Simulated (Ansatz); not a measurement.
Reactions of CH$_{7}$AlBNSi, SMILES `B[SiH2][CH]1[NH][AlH]1`.

Program: Ansatz. Geometries: PBE0-D4/def2-TZVP. ΔE: electronic, gas phase. CCSD(T)/CBS adds triple-zeta CCSD(T) − MP2 to the extrapolated MP2 energy (def2 sets, frozen cores). This one scheme is used for every species, atoms too. Functionals use def2-TZVPP. No spin–orbit coupling; open shells (•) take unrestricted orbitals. Spin–orbit coupling would lower the free atoms: a little for Al, B, C, Si. For As, Br, Ge outer-core shells are correlated without core-valence functions, so the limit isn't a true one: a few kJ/mol of doubt a bond, and 10 to 20 or more in all where bonds break to atoms. Scalar relativity is left out up to krypton. One conformer a species, not always the lowest.

```json
{"reaction": "`B[SiH2][CH]1[NH][AlH]1` → Al• + B• + C• + 7 H• + N• + Si•", "CCSD(T)/CBS(def2) (kcal/mol)": "912.7"}
{"reaction": "`B[SiH2][CH]1[NH][AlH]1` + `OCF` → `B[SiH2]C(O)F` + `[CH2]1[NH][AlH]1`", "CCSD(T)/CBS(def2) (kcal/mol)": "7.6"}
{"reaction": "`B[SiH2][CH]1[NH][AlH]1` + `N[SiH]1CN1` → `BN[SiH]1CN1` + `[SiH3][CH]1[NH][AlH]1`", "CCSD(T)/CBS(def2) (kcal/mol)": "-39.2"}
{"reaction": "`B[SiH2][CH]1[NH][AlH]1` + arsine → `B[AsH2]` + `[SiH3][CH]1[NH][AlH]1`", "CCSD(T)/CBS(def2) (kcal/mol)": "-12.3"}
{"reaction": "`B[SiH2][CH]1[NH][AlH]1` + `BBr` → `BBBr` + `[SiH3][CH]1[NH][AlH]1`", "CCSD(T)/CBS(def2) (kcal/mol)": "?"}
{"reaction": "`B[SiH2][CH]1[NH][AlH]1` + GeH₄ → `B[SiH2][GeH3]` + `[CH2]1[NH][AlH]1`", "CCSD(T)/CBS(def2) (kcal/mol)": "-5.7"}
{"reaction": "`B[SiH2][CH]1[NH][AlH]1` + `FBr` → `B[SiH2]Br` + `F[CH]1[NH][AlH]1`", "CCSD(T)/CBS(def2) (kcal/mol)": "-68.5"}
{"reaction": "`B[SiH2][CH]1[NH][AlH]1` + H₂ → `[SiH3][CH]1[NH][AlH]1` + BH₃", "CCSD(T)/CBS(def2) (kcal/mol)": "?"}
```

(1) Fill in the missing values. (Estimate.)

Largest T1 diagnostic: 0.018, for Al•.

Answers

(1) Computed: `B[SiH2][CH]1[NH][AlH]1` + `BBr` → `BBBr` + `[SiH3][CH]1[NH][AlH]1`: -4.9 kcal/mol; `B[SiH2][CH]1[NH][AlH]1` + H₂ → `[SiH3][CH]1[NH][AlH]1` + BH₃: -9.5 kcal/mol.
